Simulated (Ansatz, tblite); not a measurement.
Spin states of the cluster K₃O⁺, each relaxed with r2SCAN-D4/def2-TZVP in Ansatz. Electronic energies in the gas phase.

The xTB rows come from tblite. Correlated methods freeze 16 core orbitals; core or outer-core shells of K are correlated, in sets that lack core-valence functions. The structure comes from a short search, and lower isomers may exist.

Singlet geometry (D3h within 0.1 Å):

```xyz
4

K    -0.262   -1.668    1.650
K     2.163    0.658   -0.680
K    -1.901    1.011   -0.968
O     0.000   -0.001   -0.001
```

Triplet geometry (Cs within 0.1 Å):

Cartesian coordinates in Å:
```
K -2.122 -0.410 -1.103
K -0.111 1.940 1.755
K 2.048 -1.541 -0.729
O 0.185 0.012 0.077
```

Quintet geometry (C2v within 0.1 Å):

```xyz
4

K     0.5051    0.5087    0.1003
K     1.3414    1.1921   -4.9657
K     0.1616    0.3223    5.2653
O    -2.0080   -2.0231   -0.3998
```

⟨S²⟩: triplet 2.00 at PBE0-D4/def2-TZVP (pure 2.00), quintet 6.00 at PBE0-D4/def2-TZVP (pure 6.00).

Only these spin states were relaxed. The quintet has other bonds than the singlet, so the gap mixes isomer and spin.

```csv
level,triplet − singlet (kJ/mol),quintet − singlet (kJ/mol),lowest of these
GFN1-xTB,252.8,951.7,singlet
GFN2-xTB,73.4,668.1,singlet
HF/STO-3G,-121.5,93.0,triplet
HF/def2-TZVP,3.3,212.1,singlet
HF/def2-TZVPP,3.3,212.1,singlet
LDA (SPW92)/def2-TZVP,255.1,742.1,singlet
PBE-D4/def2-TZVP,201.8,593.9,singlet
BLYP-D4/def2-TZVP,195.8,567.1,singlet
r2SCAN-D4/def2-TZVP,192.6,600.4,singlet
PBE0-D4/def2-TZVP,172.6,535.0,singlet
ωB97M-V/def2-TZVP,199.8,642.7,singlet
B2PLYP/def2-TZVP,196.5,598.7,singlet
PBE-QIDH/def2-TZVP,186.6,563.1,singlet
RPA@PBE/def2-TZVP,148.1,515.5,singlet
MP2/def2-TZVP,228.0,611.6,singlet
MP2/def2-TZVPP,228.0,611.6,singlet
CCSD/def2-TZVPP,162.5,526.8,singlet
CCSD(T)/def2-TZVPP,181.2,556.6,singlet
```

Change of the quintet − singlet gap on mixing in exact exchange, in kJ/mol: PBE to PBE0 (25 % exact exchange) -58.9.

The xTB methods have no spin-polarisation term.
